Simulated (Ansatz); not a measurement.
CH8Ge, singlet: a trajectory.

Input (in.yaml):

```yaml
crystal:
  periodic: [false, false, false]
  atoms:
    - {symbol: Ge, position_ang: [-0.981641, -0.176733, -0.530506]}
    - {symbol: H, position_ang: [1.370435, 2.321598, -0.485891]}
    - {symbol: H, position_ang: [-0.264219, -0.036082, -1.885145]}
    - {symbol: H, position_ang: [-1.411037, 1.225085, -0.060013]}
    - {symbol: H, position_ang: [-2.246012, -1.031261, -0.733210]}
    - {symbol: H, position_ang: [2.052988, 2.200453, -0.208989]}
    - {symbol: C, position_ang: [0.198716, -1.005600, 0.785133]}
    - {symbol: H, position_ang: [0.504775, -1.996251, 0.447076]}
    - {symbol: H, position_ang: [-0.314170, -1.106727, 1.742231]}
    - {symbol: H, position_ang: [1.090265, -0.394480, 0.929212]}
basis:
  gaussian: {orbitals: def2-SVP}
hamiltonian: {xc: pbe0, dispersion: d4}
md: {n_steps: 25, timestep: 0.75, temperature: 20000, ensemble: nvt_nose_hoover, seed: 297, initial_velocities: maxwell_boltzmann}
```

Launched with

```bash
ansatz run in.yaml --threads 2 --pin off --events-out ev --progress --plain --max-ram 4352MiB
```

Output of Ansatz 0.2.0:

```
Functional definition: PBE0
  name "PBE0"
  cite "Adamo & Barone, J. Chem. Phys. 110, 6158 (1999) doi:10.1063/1.478522"
  cite "Perdew, Burke & Ernzerhof, Phys. Rev. Lett. 77, 3865 (1996) doi:10.1103/PhysRevLett.77.3865"
  parent pbe
  parameter a = 0.25
  parameter kappa = 0.804
  parameter beta = 0.06672455060314922
  exchange = (1 - a)*pbe_x(kappa = kappa, mu = beta*pi^2/3) + a*exact_x
  correlation = pbe_c(beta = beta)
939 factors; integrals over basis functions are off by at most 3.4e-4 eV
mean field evaluation 1: about -57664.2512 eV, gradient 4.1e1 eV
mean field evaluation 2: about -57662.6338 eV, gradient 4.6e1 eV
mean field evaluation 4: about -57668.1357 eV, gradient 3.3e-1 eV
mean field evaluation 8: about -57668.1426 eV, gradient 1.0e-2 eV
mean field -57668.14259075 eV, -2119.2651513390 hartree, gradient 1.2e-5 eV, S^2 0.000000; 0 other end points of the search recorded, 0 dependent functions left out
the calculation of the forces begins
reference -57668.14261861 eV, -2119.2651523630 hartree; 23, 23 occupied and 63, 63 virtual orbitals, 939 factors
md step     0: t =     0.00 fs  T = 20000.0 K  F+E_penalty+E_count = -57668.24697915 eV  E_kin = 20.681600 eV  conserved = -57647.56537932 eV  (23 SCF iters)
md step     1: t =     0.75 fs  T = 19044.6 K  F+E_penalty+E_count = -57667.10797450 eV  E_kin = 19.693621 eV  conserved = -57647.41436709 eV  (26 SCF iters, 7 dispersion substeps)
md step     2: t =     1.50 fs  T = 16991.8 K  F+E_penalty+E_count = -57664.87298438 eV  E_kin = 17.570889 eV  conserved = -57647.30223281 eV  (25 SCF iters, 7 dispersion substeps)
md step     3: t =     2.25 fs  T = 15238.5 K  F+E_penalty+E_count = -57663.05358779 eV  E_kin = 15.757837 eV  conserved = -57647.29627534 eV  (26 SCF iters, 7 dispersion substeps)
md step     4: t =     3.00 fs  T = 13986.6 K  F+E_penalty+E_count = -57661.79156687 eV  E_kin = 14.463225 eV  conserved = -57647.32961618 eV  (28 SCF iters, 7 dispersion substeps)
md step     5: t =     3.75 fs  T = 12871.4 K  F+E_penalty+E_count = -57660.64439598 eV  E_kin = 13.310025 eV  conserved = -57647.33680227 eV  (28 SCF iters, 7 dispersion substeps)
md step     6: t =     4.50 fs  T = 11735.6 K  F+E_penalty+E_count = -57659.46071077 eV  E_kin = 12.135537 eV  conserved = -57647.32917537 eV  (28 SCF iters, 7 dispersion substeps)
md step     7: t =     5.25 fs  T = 10642.2 K  F+E_penalty+E_count = -57658.31981553 eV  E_kin = 11.004846 eV  conserved = -57647.32093458 eV  (30 SCF iters, 7 dispersion substeps)
md step     8: t =     6.00 fs  T =  9688.6 K  F+E_penalty+E_count = -57657.32786928 eV  E_kin = 10.018777 eV  conserved = -57647.31739427 eV  (31 SCF iters, 7 dispersion substeps)
md step     9: t =     6.75 fs  T =  8907.1 K  F+E_penalty+E_count = -57656.51901773 eV  E_kin = 9.210603 eV  conserved = -57647.31941193 eV  (32 SCF iters, 7 dispersion substeps)
md step    10: t =     7.50 fs  T =  8267.8 K  F+E_penalty+E_count = -57655.85795129 eV  E_kin = 8.549524 eV  conserved = -57647.32246978 eV  (34 SCF iters, 7 dispersion substeps)
md step    11: t =     8.25 fs  T =  7761.9 K  F+E_penalty+E_count = -57655.32454163 eV  E_kin = 8.026412 eV  conserved = -57647.31556131 eV  (34 SCF iters, 7 dispersion substeps)
md step    12: t =     9.00 fs  T =  7495.6 K  F+E_penalty+E_count = -57655.03105513 eV  E_kin = 7.751078 eV  conserved = -57647.30118136 eV  (34 SCF iters, 7 dispersion substeps)
md step    13: t =     9.75 fs  T =  7624.9 K  F+E_penalty+E_count = -57655.16656269 eV  E_kin = 7.884787 eV  conserved = -57647.30727235 eV  (35 SCF iters, 7 dispersion substeps)
md step    14: t =    10.50 fs  T =  8088.0 K  F+E_penalty+E_count = -57655.65780876 eV  E_kin = 8.363664 eV  conserved = -57647.32467196 eV  (34 SCF iters, 7 dispersion substeps)
md step    15: t =    11.25 fs  T =  8678.6 K  F+E_penalty+E_count = -57656.26768407 eV  E_kin = 8.974359 eV  conserved = -57647.32980524 eV  (32 SCF iters, 7 dispersion substeps)
md step    16: t =    12.00 fs  T =  9292.1 K  F+E_penalty+E_count = -57656.89756673 eV  E_kin = 9.608781 eV  conserved = -57647.33224302 eV  (33 SCF iters, 7 dispersion substeps)
md step    17: t =    12.75 fs  T =  9896.5 K  F+E_penalty+E_count = -57657.51470710 eV  E_kin = 10.233758 eV  conserved = -57647.33246037 eV  (32 SCF iters, 7 dispersion substeps)
md step    18: t =    13.50 fs  T = 10533.8 K  F+E_penalty+E_count = -57658.14815718 eV  E_kin = 10.892756 eV  conserved = -57647.31609559 eV  (32 SCF iters, 7 dispersion substeps)
md step    19: t =    14.25 fs  T = 11396.0 K  F+E_penalty+E_count = -57659.02563108 eV  E_kin = 11.784354 eV  conserved = -57647.31244153 eV  (32 SCF iters, 7 dispersion substeps)
md step    20: t =    15.00 fs  T = 12404.2 K  F+E_penalty+E_count = -57660.14668777 eV  E_kin = 12.826917 eV  conserved = -57647.40290412 eV  (34 SCF iters, 7 dispersion substeps)
md step    21: t =    15.75 fs  T = 12668.1 K  F+E_penalty+E_count = -57660.42576500 eV  E_kin = 13.099798 eV  conserved = -57647.42228003 eV  (33 SCF iters, 7 dispersion substeps)
md step    22: t =    16.50 fs  T = 12820.5 K  F+E_penalty+E_count = -57660.35667493 eV  E_kin = 13.257419 eV  conserved = -57647.20952573 eV  (31 SCF iters, 7 dispersion substeps)
md step    23: t =    17.25 fs  T = 13207.9 K  F+E_penalty+E_count = -57660.95699162 eV  E_kin = 13.658054 eV  conserved = -57647.42402117 eV  (31 SCF iters, 7 dispersion substeps)
md step    24: t =    18.00 fs  T = 12601.0 K  F+E_penalty+E_count = -57660.20702771 eV  E_kin = 13.030474 eV  conserved = -57647.31685780 eV  (31 SCF iters, 7 dispersion substeps)
md step    25: t =    18.75 fs  T = 11589.5 K  F+E_penalty+E_count = -57659.11759889 eV  E_kin = 11.984428 eV  conserved = -57647.28828176 eV  (29 SCF iters, 7 dispersion substeps)
Total energy: -57659.11762934 eV, -2118.9334901244 hartree
Atom 0 at    -1.164032    -0.215523    -0.516637 Å, force     1.645269     0.426488    -3.730043 eV/Å
Atom 1 at     4.910274     1.847401     1.742481 Å, force    -3.762781     1.476055    -2.651319 eV/Å
Atom 2 at     0.314135    -0.335835    -1.649232 Å, force    -1.524811     0.161406     0.457493 eV/Å
Atom 3 at    -1.868951    -0.046992    -2.250748 Å, force     0.634900     0.777717     2.437293 eV/Å
Atom 4 at    -1.182054    -1.677943    -0.710491 Å, force    -0.799443    -1.848559    -0.034891 eV/Å
Atom 5 at     3.885629     2.250599     1.020904 Å, force     3.754687    -1.480922     2.648739 eV/Å
Atom 6 at     0.694002    -0.631942     0.690546 Å, force    -0.516352     2.121362    -2.101351 eV/Å
Atom 7 at     0.321411    -1.513888     0.275327 Å, force     0.871301    -2.185939    -1.865957 eV/Å
Atom 8 at     0.120330    -0.927994     1.625143 Å, force     1.944910     2.183269     0.731678 eV/Å
Atom 9 at     1.522480    -0.070450    -0.180358 Å, force    -2.247679    -1.630876     4.108358 eV/Å
Dipole moment:     0.110730    -0.037027     0.324635 e Å

[the SCF lines of later steps are left out]
```

Hardware: 2 CPU threads of an Arm Neoverse V1, shared host. Wall time about 43 s.


The run ended normally. The set temperature is far above any at which the molecule holds together: the atoms start with that much kinetic energy, which flows into stretching the bonds.